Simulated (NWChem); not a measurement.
Program: NWChem. System: HSi (+1), charge 1, spin multiplicity 1, at a geometry optimised with PBE/def2-SVP. The structure started from a generated list of species. Level: CCSDT/3-21G, 5 core orbitals frozen.

Input file:

```
start mol
memory heap 100 mb stack 700 mb global 1900 mb
charge 1
geometry units angstroms nocenter noautoz
  Si     0.000000     0.000000     0.102796
  H      0.000000     0.000000    -1.439142
  symmetry group C2v
end
basis spherical
  * library 3-21g
end
scf
  rhf
  nopen 0
  maxiter 100
  thresh 1e-7
  semidirect memsize 60000000 filesize 0
end
tce
  freeze core 5
  ccsdt
  2eorb
  2emet 13
  thresh 1e-6
  maxiter 100
  tilesize 24
end
task tce energy
```

NWChem printed:

```
             Northwest Computational Chemistry Package (NWChem) 7.3.0
             --------------------------------------------------------

                                NWChem Input Module
                                -------------------

 Scaling coordinates for geometry "geometry" by  1.889725989
 (inverse scale =  0.529177249)

 Turning off AUTOSYM since
 SYMMETRY directive was detected!

                             Geometry "geometry" -> ""
                             -------------------------

 Output coordinates in angstroms (scale by  1.889725989 to convert to a.u.)

  No.       Tag          Charge          X              Y              Z
 ---- ---------------- ---------- -------------- -------------- --------------
    1 Si                  14.0000     0.00000000     0.00000000     0.10279600
    2 H                    1.0000     0.00000000     0.00000000    -1.43914200

 Effective nuclear repulsion energy (a.u.)       4.8046558850

            Nuclear Dipole moment (a.u.)
            ----------------------------
        X                 Y               Z
 ---------------- ---------------- ----------------
     0.0000000000     0.0000000000     0.0000037795

      Symmetry information
      --------------------

 Group name             C2v
 Group number             16
 Group order               4
 No. of unique centers     2

      Symmetry unique atoms

     1    2


 Summary of "ao basis" -> "" (spherical)
 ------------------------------------------------------------------------------
       Tag                 Description            Shells   Functions and Types
 ---------------- ------------------------------  ------  ---------------------
 *                           3-21g                    on all atoms

 Summary of "ao basis" -> "ao basis" (spherical)
 ------------------------------------------------------------------------------
       Tag                 Description            Shells   Functions and Types
 ---------------- ------------------------------  ------  ---------------------
 Si                          3-21g                   7       13   4s3p
 H                           3-21g                   2        2   2s

                                 NWChem SCF Module
                                 -----------------

  ao basis        = "ao basis"
  functions       =    15
  atoms           =     2
  closed shells   =     7
  open shells     =     0
  charge          =   1.00
  wavefunction    = RHF
  use symmetry    = T
  symmetry adapt  = T

 Summary of "ao basis" -> "ao basis" (spherical)
 ------------------------------------------------------------------------------
       Tag                 Description            Shells   Functions and Types
 ---------------- ------------------------------  ------  ---------------------
 Si                          3-21g                   7       13   4s3p
 H                           3-21g                   2        2   2s

      Symmetry analysis of basis
      --------------------------

        a1          9
        a2          0
        b1          3
        b2          3

 Forming initial guess at       0.0s

      Superposition of Atomic Density Guess
      -------------------------------------

 Sum of atomic energies:        -287.82941711

 Renormalizing density from      15.00 to     14

      Non-variational initial energy
      ------------------------------

 Total energy =    -275.426086
 1-e energy   =    -381.685427
 2-e energy   =     101.454685
 HOMO         =      -0.668787
 LUMO         =      -0.486791

      Symmetry analysis of molecular orbitals - initial
      -------------------------------------------------

 !! scf_movecs_sym_adapt:    6 vectors were symmetry contaminated

  Symmetry fudging

 !! scf_movecs_sym_adapt:    6 vectors were symmetry contaminated

  Numbering of irreducible representations:

     1 a1          2 a2          3 b1          4 b2

  Orbital symmetries:

     1 a1          2 a1          3 a1          4 b2          5 b1
     6 a1          7 a1          8 b1          9 b2         10 a1
    11 a1         12 a1         13 b2         14 b1         15 a1

 Starting SCF solution at       0.0s

 ----------------------------------------------
         Quadratically convergent ROHF

 Convergence threshold     :          1.000E-07
 Maximum no. of iterations :          100
 Final Fock-matrix accuracy:          1.000E-09
 ----------------------------------------------

              iter       energy          gnorm     gmax       time
             ----- ------------------- --------- --------- --------
                 1     -287.5845110297  1.06D+00  4.28D-01      0.1
                 2     -287.6299652854  4.76D-02  2.38D-02      0.1
                 3     -287.6301566097  8.23D-04  3.68D-04      0.1
                 4     -287.6301566957  8.24D-08  4.12D-08      0.1

       Final RHF  results
       ------------------

         Total SCF energy =   -287.630156695730
      One-electron energy =   -404.052310612913
      Two-electron energy =    111.617498032189
 Nuclear repulsion energy =      4.804655884994

        Time for solution =      0.0s

       Symmetry analysis of molecular orbitals - final
       -----------------------------------------------

  Numbering of irreducible representations:

     1 a1          2 a2          3 b1          4 b2

  Orbital symmetries:

     1 a1          2 a1          3 b1          4 b2          5 a1
     6 a1          7 a1          8 b2          9 b1         10 a1
    11 a1         12 a1         13 b2         14 b1         15 a1

             Final eigenvalues
             -----------------

              1
    1  -68.6750
    2   -6.4725
    3   -4.5612
    4   -4.5612
    5   -4.5598
    6   -0.9256
    7   -0.6534
    8   -0.2619
    9   -0.2619
   10   -0.0438
   11    0.1442
   12    0.2334
   13    0.2442
   14    0.2442
   15    1.0469

                       ROHF Final Molecular Orbital Analysis
                       -------------------------------------

 Vector    5  Occ=2.000000D+00  E=-4.559777D+00  Symmetry=a1
              MO Center= -7.2D-17,  1.4D-16,  1.1D-01, r^2= 1.0D-01
   Bfn.  Coefficient  Atom+Function         Bfn.  Coefficient  Atom+Function
  ----- ------------  ---------------      ----- ------------  ---------------
     5      0.975700  1 Si pz

 Vector    6  Occ=2.000000D+00  E=-9.255751D-01  Symmetry=a1
              MO Center=  9.1D-17,  6.8D-16, -5.3D-01, r^2= 1.4D+00
   Bfn.  Coefficient  Atom+Function         Bfn.  Coefficient  Atom+Function
  ----- ------------  ---------------      ----- ------------  ---------------
     6      0.479048  1 Si s                 10      0.338076  1 Si s
     2     -0.311632  1 Si s                 15      0.233123  2 H  s
    14      0.196706  2 H  s

 Vector    7  Occ=2.000000D+00  E=-6.534291D-01  Symmetry=a1
              MO Center=  1.1D-15,  7.5D-16,  6.2D-02, r^2= 2.2D+00
   Bfn.  Coefficient  Atom+Function         Bfn.  Coefficient  Atom+Function
  ----- ------------  ---------------      ----- ------------  ---------------
    10      0.432241  1 Si s                  9      0.404955  1 Si pz
    15     -0.389137  2 H  s                  6      0.275950  1 Si s
    14     -0.201101  2 H  s                 13      0.195982  1 Si pz
     2     -0.186662  1 Si s                  5     -0.184039  1 Si pz

 Vector    8  Occ=0.000000D+00  E=-2.619459D-01  Symmetry=b2
              MO Center= -4.2D-43, -9.0D-15,  1.0D-01, r^2= 2.6D+00
   Bfn.  Coefficient  Atom+Function         Bfn.  Coefficient  Atom+Function
  ----- ------------  ---------------      ----- ------------  ---------------
    12      0.671283  1 Si py                 8      0.438977  1 Si py
     4     -0.216480  1 Si py

 Vector    9  Occ=0.000000D+00  E=-2.619459D-01  Symmetry=b1
              MO Center= -2.2D-15,  3.0D-45,  1.0D-01, r^2= 2.6D+00
   Bfn.  Coefficient  Atom+Function         Bfn.  Coefficient  Atom+Function
  ----- ------------  ---------------      ----- ------------  ---------------
    11      0.671283  1 Si px                 7      0.438977  1 Si px
     3     -0.216480  1 Si px

 Vector   10  Occ=0.000000D+00  E=-4.379953D-02  Symmetry=a1
              MO Center=  7.1D-16, -1.4D-15, -2.7D-01, r^2= 3.6D+00
   Bfn.  Coefficient  Atom+Function         Bfn.  Coefficient  Atom+Function
  ----- ------------  ---------------      ----- ------------  ---------------
    15      1.473826  2 H  s                 13      1.197352  1 Si pz
    10     -0.794564  1 Si s                  9      0.295723  1 Si pz
    14      0.165502  2 H  s

 center of mass
 --------------
 x =   0.00000000 y =   0.00000000 z =   0.09293952

 moments of inertia (a.u.)
 ------------------
           8.259372324814           0.000000000000           0.000000000000
           0.000000000000           8.259372324814           0.000000000000
           0.000000000000           0.000000000000           0.000000000000

  Mulliken analysis of the total density
  --------------------------------------

    Atom       Charge   Shell Charges
 -----------   ------   -------------------------------------------------------
    1 Si  14    12.86   2.00  1.99  5.85  1.05  0.83  0.85  0.29
    2 H    1     1.14   0.41  0.74

       Multipole analysis of the density wrt the origin
       ------------------------------------------------

     L   x y z        total         open         nuclear
     -   - - -        -----         ----         -------
     0   0 0 0      1.000000      0.000000     15.000000

     1   1 0 0     -0.000000      0.000000      0.000000
     1   0 1 0     -0.000000      0.000000      0.000000
     1   0 0 1     -0.188207      0.000000      0.000004

     2   2 0 0     -6.434309      0.000000      0.000000
     2   1 1 0      0.000000      0.000000      0.000000
     2   1 0 1     -0.000000      0.000000      0.000000
     2   0 2 0     -6.434309      0.000000      0.000000
     2   0 1 1     -0.000000      0.000000      0.000000
     2   0 0 2     -9.980354      0.000000      7.924434

                   NWChem Extensible Many-Electron Theory Module
                   ---------------------------------------------


            General Information
            -------------------
      Number of processors :     1
         Wavefunction type : Restricted Hartree-Fock
          No. of electrons :    14
           Alpha electrons :     7
            Beta electrons :     7
           No. of orbitals :    30
            Alpha orbitals :    15
             Beta orbitals :    15
        Alpha frozen cores :     5
         Beta frozen cores :     5
     Alpha frozen virtuals :     0
      Beta frozen virtuals :     0
         Spin multiplicity : singlet
    Number of AO functions :    15
       Number of AO shells :     9
        Use of symmetry is : on
      Symmetry adaption is : on
         Schwarz screening : 0.10D-09

          Correlation Information
          -----------------------
          Calculation type : Coupled-cluster singles, doubles, & triples
   Perturbative correction : none
            Max iterations :      100
        Residual threshold : 0.10D-05
     T(0) DIIS level shift : 0.00D+00
     L(0) DIIS level shift : 0.00D+00
     T(1) DIIS level shift : 0.00D+00
     L(1) DIIS level shift : 0.00D+00
     T(R) DIIS level shift : 0.00D+00
     T(I) DIIS level shift : 0.00D+00
   CC-T/L Amplitude update :  5-th order DIIS
                I/O scheme : Global Array Library
        L-threshold :  0.10D-05
        EOM-threshold :  0.10D-05
 no EOMCCSD initial starts read in
 TCE RESTART OPTIONS
 SLICE:      F
 D4D5:       F
 quantumc:   F
 qrotation:  F
 pwtce:      F
 qducc:      F
 nacto:                         0
 nrotv:                         0
 nrot:                          0

            Memory Information
            ------------------
          Available GA space size is     249036575 doubles
          Available MA space size is     104856228 doubles

 Maximum block size supplied by input
 Maximum block size        24 doubles

 tile_dim =      4

 -------------------------------------------------

 Global array virtual files algorithm will be used

 Parallel file system coherency ......... OK

 4-electron integrals stored in orbital form

 v2    file size   =             1072
 4-index algorithm nr.  13 is used
 imaxsize =       30
 imaxsize ichop =        0
 IN MAPPING 1 for UCC(4),CCSDT,CCSDTQ


 CCSDT iterations
 --------------------------------------------------------
 Iter          Residuum       Correlation     Cpu    Wall
 --------------------------------------------------------
    1   0.0796884977795  -0.0336296680664     0.0     0.0
    2   0.0334409303260  -0.0448384212384     0.0     0.0
    3   0.0154570266793  -0.0493234526011     0.0     0.0
    4   0.0074582892261  -0.0512739452268     0.0     0.0
    5   0.0036855107121  -0.0521652303928     0.0     0.0
    6   0.0002757320136  -0.0529828102368     0.0     0.0
    7   0.0001555371204  -0.0529817167032     0.0     0.0
    8   0.0000963830744  -0.0529828470282     0.0     0.0
    9   0.0000610228094  -0.0529834837828     0.0     0.0
   10   0.0000389197984  -0.0529838574394     0.0     0.0
   11   0.0000024034419  -0.0529844311519     0.0     0.0
   12   0.0000009461582  -0.0529844264271     0.0     0.0
 --------------------------------------------------------
 Iterations converged
 CCSDT correlation energy / hartree =        -0.052984426427145
 CCSDT total energy / hartree       =      -287.683141122157394

 Singles contributions

 Doubles contributions

 Task  times  cpu:        0.5s     wall:        0.5s

 Total times  cpu:        0.5s     wall:        0.5s
```
